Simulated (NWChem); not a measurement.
System: C2H8Si2; SMILES C=C([SiH3])[SiH3]

Here is an NWChem input.

```
start job
memory heap 200 mb stack 900 mb global 1100 mb
geometry units angstroms noautoz
  C      0.000000     0.000000     1.790550
  C      0.000000     0.000000     0.445280
  Si    -1.631988     0.000000    -0.485715
  Si     1.631988     0.000000    -0.485715
  H      0.927838     0.000000     2.378295
  H     -0.927838     0.000000     2.378295
  H     -1.735768     1.205705    -1.365155
  H     -2.764754     0.000000     0.490116
  H     -1.735768    -1.205705    -1.365155
  H      2.764754     0.000000     0.490116
  H      1.735768    -1.205705    -1.365155
  H      1.735768     1.205705    -1.365155
end
basis spherical
  C library def2-svp
  Si library def2-svp
  H library def2-svp
end
dft
  xc n12
  iterations 150
  mulliken
end
task dft energy
```

Output (shortened):

```
             Northwest Computational Chemistry Package (NWChem) 7.3.0
             --------------------------------------------------------

 C2V symmetry detected

                             Geometry "geometry" -> ""
                             -------------------------

 Output coordinates in angstroms (scale by  1.889725989 to convert to a.u.)

  No.       Tag          Charge          X              Y              Z
 ---- ---------------- ---------- -------------- -------------- --------------
    1 C                    6.0000     0.00000000     0.00000000     1.78865079
    2 C                    6.0000     0.00000000     0.00000000     0.44338079
    3 Si                  14.0000    -1.63198800     0.00000000    -0.48761421
    4 Si                  14.0000     1.63198800     0.00000000    -0.48761421
    5 H                    1.0000     0.92783800     0.00000000     2.37639579
    6 H                    1.0000    -0.92783800     0.00000000     2.37639579
    7 H                    1.0000    -1.73576800     1.20570500    -1.36705421
    8 H                    1.0000    -2.76475400     0.00000000     0.48821679
    9 H                    1.0000    -1.73576800    -1.20570500    -1.36705421
   10 H                    1.0000     2.76475400     0.00000000     0.48821679
   11 H                    1.0000     1.73576800    -1.20570500    -1.36705421
   12 H                    1.0000     1.73576800     1.20570500    -1.36705421

 Effective nuclear repulsion energy (a.u.)     200.2509698537

      Symmetry information
      --------------------

 Group name             C2v
 Group number             16
 Group order               4
 No. of unique centers     6

                                 NWChem DFT Module
                                 -----------------

 Summary of "ao basis" -> "ao basis" (spherical)
 ------------------------------------------------------------------------------
       Tag                 Description            Shells   Functions and Types
 ---------------- ------------------------------  ------  ---------------------
 C                          def2-svp                 6       14   3s2p1d
 Si                         def2-svp                 8       18   4s3p1d
 H                          def2-svp                 3        5   2s1p

      Symmetry analysis of basis
      --------------------------

        a1         40
        a2         14
        b1         32
        b2         18

            General Information
            -------------------
          SCF calculation type: DFT
          Wavefunction type:  closed shell.
          No. of atoms     :    12
          No. of electrons :    48
           Alpha electrons :    24
            Beta electrons :    24
          Charge           :     0
          Spin multiplicity:     1
          Use of symmetry is: on ; symmetry adaption is: on
          Maximum number of iterations: 150
          AO basis - number of functions:   104
                     number of shells:    52
          Convergence on energy requested:  1.00D-06
          Convergence on density requested:  1.00D-05
          Convergence on gradient requested:  5.00D-04

              XC Information
              --------------
                          N12 Method XC Functional
                           N12 Exchange Functional  1.000
                         N12 Correlation Potential  1.000

             Grid Information
             ----------------
          Grid used for XC integration:  medium
          Radial quadrature: Mura-Knowles
          Angular quadrature: Lebedev.
          Tag              B.-S. Rad. Rad. Pts. Rad. Cut. Ang. Pts.
          ---              ---------- --------- --------- ---------
          C                   0.70       49          10.0       434
          Si                  1.10       88          11.0       590
          H                   0.35       45          13.0       434
          Grid pruning is: on
          Number of quadrature shells:   321
          Spatial weights used:  Erf1

      Superposition of Atomic Density Guess
      -------------------------------------

 Sum of atomic energies:        -656.72094179

      Non-variational initial energy
      ------------------------------

 Total energy =    -658.616974
 1-e energy   =   -1303.819371
 2-e energy   =     444.951427
 HOMO         =      -0.324872
 LUMO         =      -0.026272

      Symmetry analysis of molecular orbitals - initial
      -------------------------------------------------

  Numbering of irreducible representations:

     1 a1          2 a2          3 b1          4 b2

  Orbital symmetries:

     1 b1          2 a1          3 a1          4 a1          5 a1
     6 b1          7 a1          8 b1          9 a1         10 b1
    11 b2         12 a2         13 a1         14 a1         15 b1
    16 a1         17 b1         18 a1         19 b2         20 a1
    21 a2         22 b1         23 b2         24 b1         25 b2
    26 a1         27 a1         28 a2         29 b1         30 a1
    31 b1         32 b2         33 a1         34 b1

     ---------------------------------------------
      Total Density - Mulliken Population Analysis
     ---------------------------------------------

    Atom       Charge   Shell Charges
 -----------   ------   -------------------------------------------------------
    1 C    6     6.07   1.99  0.97  0.28  1.90  0.92  0.03
    2 C    6     6.60   1.99  1.01  0.34  2.00  1.24  0.02
    3 Si  14    13.54   2.00  1.99  1.00  0.27  5.94  1.13  1.07  0.14
    4 Si  14    13.54   2.00  1.99  1.00  0.27  5.94  1.13  1.07  0.14
    5 H    1     0.91   0.67  0.21  0.02
    6 H    1     0.91   0.67  0.21  0.02
    7 H    1     1.07   0.70  0.37  0.01
    8 H    1     1.07   0.69  0.37  0.01
    9 H    1     1.07   0.70  0.37  0.01
   10 H    1     1.07   0.69  0.37  0.01
   11 H    1     1.07   0.70  0.37  0.01
   12 H    1     1.07   0.70  0.37  0.01

   convergence    iter        energy       DeltaE   RMS-Dens  Diis-err
 ---------------- ----- ----------------- --------- --------- ---------
 d= 0,ls=0.0,diis     1   -659.6049142916 -8.60D+02  7.69D-03  3.83D-01
 d= 0,ls=0.0,diis     2   -659.6365770435 -3.17D-02  4.18D-03  7.32D-02
 d= 0,ls=0.0,diis     3   -659.6416861381 -5.11D-03  1.91D-03  5.12D-02
 d= 0,ls=0.0,diis     4   -659.6467022072 -5.02D-03  1.01D-03  1.36D-02
 d= 0,ls=0.0,diis     5   -659.6487795764 -2.08D-03  2.08D-04  4.49D-04
  Resetting Diis
 d= 0,ls=0.0,diis     6   -659.6488478248 -6.82D-05  6.55D-05  4.91D-05
 d= 0,ls=0.0,diis     7   -659.6488559849 -8.16D-06  1.05D-05  2.29D-07
 d= 0,ls=0.0,diis     8   -659.6488559789  5.98D-09  6.54D-06  2.86D-07

         Total DFT energy =     -659.648855978889
      One electron energy =    -1308.550643881532
           Coulomb energy =      504.247507809589
    Exchange-Corr. energy =      -55.596689760609
 Nuclear repulsion energy =      200.250969853663

 Numeric. integr. density =       48.000010041681

                  Occupations of the irreducible representations
                  ----------------------------------------------

                     irrep           alpha         beta
                     --------     --------     --------
                     a1               11.0         11.0
                     a2                2.0          2.0
                     b1                8.0          8.0
                     b2                3.0          3.0

                       DFT Final Molecular Orbital Analysis
                       ------------------------------------

 Vector   22  Occ=2.000000D+00  E=-2.949336D-01  Symmetry=b1
              MO Center=  3.0D-15,  1.3D-15, -1.5D-01, r^2= 6.9D+00
   Bfn.  Coefficient  Atom+Function         Bfn.  Coefficient  Atom+Function
  ----- ------------  ---------------      ----- ------------  ---------------
    80      0.266622   8 H  s                90     -0.266622  10 H  s
    38      0.191482   3 Si pz               56     -0.191482   4 Si pz
    81      0.142452   8 H  s                91     -0.142452  10 H  s
    75     -0.139105   7 H  s                85     -0.139105   9 H  s
    95      0.139105  11 H  s               100      0.139105  12 H  s

 Vector   23  Occ=2.000000D+00  E=-2.578067D-01  Symmetry=b1
              MO Center= -3.3D-15,  2.6D-16,  4.9D-01, r^2= 3.7D+00
   Bfn.  Coefficient  Atom+Function         Bfn.  Coefficient  Atom+Function
  ----- ------------  ---------------      ----- ------------  ---------------
    18      0.400086   2 C  px               36     -0.208445   3 Si px
    54     -0.208445   4 Si px               21      0.190512   2 C  px
    65     -0.190692   5 H  s                70      0.190692   6 H  s
     4     -0.161238   1 C  px               39     -0.146505   3 Si px
    57     -0.146505   4 Si px               66     -0.146947   5 H  s

 Vector   24  Occ=2.000000D+00  E=-2.456549D-01  Symmetry=b2
              MO Center=  5.4D-15,  1.1D-15,  6.1D-01, r^2= 3.4D+00
   Bfn.  Coefficient  Atom+Function         Bfn.  Coefficient  Atom+Function
  ----- ------------  ---------------      ----- ------------  ---------------
     5      0.385569   1 C  py               19      0.356637   2 C  py
     8      0.255503   1 C  py               22      0.226545   2 C  py
    75     -0.129636   7 H  s                85      0.129636   9 H  s
    95      0.129636  11 H  s               100     -0.129636  12 H  s
    76     -0.108485   7 H  s                86      0.108485   9 H  s

 Vector   25  Occ=0.000000D+00  E=-5.582692D-02  Symmetry=b2
              MO Center=  1.9D-14,  7.9D-16,  9.3D-01, r^2= 2.9D+00
   Bfn.  Coefficient  Atom+Function         Bfn.  Coefficient  Atom+Function
  ----- ------------  ---------------      ----- ------------  ---------------
     8      0.555993   1 C  py               22     -0.473637   2 C  py
     5      0.460595   1 C  py               19     -0.362451   2 C  py
    76      0.170319   7 H  s                86     -0.170319   9 H  s
    96     -0.170319  11 H  s               101      0.170319  12 H  s
    40     -0.147423   3 Si py               58     -0.147423   4 Si py

 Vector   26  Occ=0.000000D+00  E= 1.268310D-02  Symmetry=a1
              MO Center=  1.8D-13, -5.4D-16, -5.1D-01, r^2= 6.7D+00
   Bfn.  Coefficient  Atom+Function         Bfn.  Coefficient  Atom+Function
  ----- ------------  ---------------      ----- ------------  ---------------
    17      1.460418   2 C  s                39     -0.887528   3 Si px
    57      0.887528   4 Si px               81     -0.405536   8 H  s
    91     -0.405536  10 H  s                23     -0.298035   2 C  pz
     9      0.281783   1 C  pz               41     -0.275485   3 Si pz
    59     -0.275485   4 Si pz               66     -0.255504   5 H  s

 Vector   27  Occ=0.000000D+00  E= 1.372040D-02  Symmetry=a1
              MO Center=  7.3D-14, -8.0D-15, -3.0D-01, r^2= 6.1D+00
   Bfn.  Coefficient  Atom+Function         Bfn.  Coefficient  Atom+Function
  ----- ------------  ---------------      ----- ------------  ---------------
    41      0.855344   3 Si pz               59      0.855344   4 Si pz
    81     -0.762607   8 H  s                91     -0.762607  10 H  s
     3     -0.373856   1 C  s                76      0.327948   7 H  s
    86      0.327948   9 H  s                96      0.327948  11 H  s
   101      0.327948  12 H  s                39     -0.208524   3 Si px

     ---------------------------------------------
      Total Density - Mulliken Population Analysis
     ---------------------------------------------

    Atom       Charge   Shell Charges
 -----------   ------   -------------------------------------------------------
    1 C    6     5.98   1.99  0.92  0.23  2.05  0.77  0.03
    2 C    6     6.38   1.99  0.94  0.33  2.07  1.03  0.02
    3 Si  14    13.66   2.00  1.98  1.08  0.20  5.95  1.35  0.95  0.16
    4 Si  14    13.66   2.00  1.98  1.08  0.20  5.95  1.35  0.95  0.16
    5 H    1     0.98   0.75  0.20  0.02
    6 H    1     0.98   0.75  0.20  0.02
    7 H    1     1.06   0.74  0.31  0.01
    8 H    1     1.07   0.74  0.31  0.01
    9 H    1     1.06   0.74  0.31  0.01
   10 H    1     1.07   0.74  0.31  0.01
   11 H    1     1.06   0.74  0.31  0.01
   12 H    1     1.06   0.74  0.31  0.01

     -------------------------------------------
      Total Density - Lowdin Population Analysis
     -------------------------------------------

    Atom       Charge   Shell Charges
 -----------   ------   -------------------------------------------------------
    1 C    6     6.01   1.97  0.61  0.32  1.84  1.20  0.07
    2 C    6     6.35   1.97  0.66  0.36  1.91  1.40  0.05
    3 Si  14    13.59   2.00  1.93  0.67  0.34  5.83  1.35  1.21  0.26
    4 Si  14    13.59   2.00  1.93  0.67  0.34  5.83  1.35  1.21  0.26
    5 H    1     0.98   0.64  0.27  0.07
    6 H    1     0.98   0.64  0.27  0.07
    7 H    1     1.08   0.64  0.41  0.02
    8 H    1     1.08   0.64  0.42  0.02
    9 H    1     1.08   0.64  0.41  0.02
   10 H    1     1.08   0.64  0.42  0.02
   11 H    1     1.08   0.64  0.41  0.02
   12 H    1     1.08   0.64  0.41  0.02

     Multipole analysis of the density
     ---------------------------------

     L   x y z        total         alpha         beta         nuclear
     -   - - -        -----         -----         ----         -------
     0   0 0 0     -0.000000    -24.000000    -24.000000     48.000000

     1   1 0 0     -0.000000     -0.000000     -0.000000     -0.000000
     1   0 1 0      0.000000      0.000000      0.000000      0.000000
     1   0 0 1      0.298105      0.149052      0.149052      0.000000

     2   2 0 0    -31.705853   -200.898040   -200.898040    370.090227
     2   1 1 0     -0.000000     -0.000000     -0.000000      0.000000
     2   1 0 1     -0.000000     -0.000000     -0.000000      0.000000
     2   0 2 0    -32.399724    -26.582550    -26.582550     20.765375
     2   0 1 1      0.000000      0.000000      0.000000      0.000000
     2   0 0 2    -30.225435    -97.745746    -97.745746    165.266058
```

Level: N12/def2-SVP. Geometry: optimised at PBE0/def2-SVP.
